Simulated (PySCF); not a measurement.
Computed IR spectrum (relative IR intensity) of a molecule C₂H₁₁NSi₂. Geometry optimised at PBE0-D3(BJ)/def2-SVP. The values are those of a single conformer. Level of theory: PBE0-D3(BJ)/def2-SVP (PySCF). Frequencies are harmonic and unscaled.

```json
[
 {"ν (cm⁻¹)": "707", "relative intensity": "8.6"},
 {"ν (cm⁻¹)": "747", "relative intensity": "11"},
 {"ν (cm⁻¹)": "764", "relative intensity": "8.5"},
 {"ν (cm⁻¹)": "880", "relative intensity": "6.3"},
 {"ν (cm⁻¹)": "913", "relative intensity": "100"},
 {"ν (cm⁻¹)": "923", "relative intensity": "32"},
 {"ν (cm⁻¹)": "938", "relative intensity": "17"},
 {"ν (cm⁻¹)": "951", "relative intensity": "38"},
 {"ν (cm⁻¹)": "959", "relative intensity": "31"},
 {"ν (cm⁻¹)": "995", "relative intensity": "11"},
 {"ν (cm⁻¹)": "1175", "relative intensity": "32"},
 {"ν (cm⁻¹)": "1214", "relative intensity": "14"},
 {"ν (cm⁻¹)": "1262", "relative intensity": "8.8"},
 {"ν (cm⁻¹)": "1484", "relative intensity": "2.4"},
 {"ν (cm⁻¹)": "2191", "relative intensity": "23"},
 {"ν (cm⁻¹)": "2195", "relative intensity": "54"},
 {"ν (cm⁻¹)": "2210", "relative intensity": "21"},
 {"ν (cm⁻¹)": "2238", "relative intensity": "9.3"},
 {"ν (cm⁻¹)": "2257", "relative intensity": "32"},
 {"ν (cm⁻¹)": "3011", "relative intensity": "13"},
 {"ν (cm⁻¹)": "3087", "relative intensity": "5.1"},
 {"ν (cm⁻¹)": "3116", "relative intensity": "3.7"}
]
```

Task: Pick the molecule that these values belong to.
A. CNC[SiH2][SiH3]
B. C[Si@@H](N)C[SiH3]
C. CC[SiH2][SiH2]N
D. C[SiH2]N(C)[SiH3]

Result: D, C[SiH2]N(C)[SiH3]
